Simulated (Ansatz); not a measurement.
# A ladder of methods for AlF3 (SMILES [F][Al]([F])[F])

AlF3 has 4 atoms, charge 0, and is taken as a singlet. As SMILES, `[F][Al]([F])[F]`. Geometry: a GFN2-xTB relaxation, a rough one for these elements and not checked as a minimum.

```
atom    x (Å)    y (Å)    z (Å)
  Al  -0.0002  -0.0003  -0.0013
   F   1.6308  -0.0271   0.0135
   F  -0.7915   1.4260  -0.0166
   F  -0.8391  -1.3986   0.0044
```

Quantity: the energy change with the Al1–F3 bond stretched from 1.631 to 4.078 Å, in eV. The values are calculated.

| level | kind | program | value (eV) | CPU time (all runs) |
| --- | --- | --- | --- | --- |
| BLYP/STO-3G (restricted) | GGA | Ansatz | 7.03 | 3.3 s |
| PBE/STO-3G (restricted) | GGA | Ansatz | 7.12 | 3.4 s |
| CAM-B3LYP/STO-3G (restricted) | range-separated hybrid | Ansatz | 8.96 | 3.9 s |
| B2PLYP/STO-3G (restricted) | double hybrid | Ansatz | 6.07 | 4.7 s |
| BCCD(T)/STO-3G (restricted) | coupled cluster or CI | Ansatz | 4.70 | 0.87 s |
| CCSD/STO-3G (restricted) | coupled cluster or CI | Ansatz | ? | 0.74 s |
| CCSDT(Q)/STO-3G (restricted) | coupled cluster or CI | Ansatz | ? | 2.7 s |
| FCI/STO-3G | exact in the basis | Ansatz | 4.94 | 56 s |

(1) Estimate the missing values from the other rows.

Results:

(1) As computed at these levels: CCSD/STO-3G (restricted): 5.25 eV; CCSDT(Q)/STO-3G (restricted): 4.93 eV. The first shape isn't each level's own minimum. The values span 4.70 to 8.96 eV. All rows use very small basis sets, so even the best lies far from the true value. Times are those of the runs behind each value, whatever else they computed, on shared processors of several kinds: orders of magnitude only.
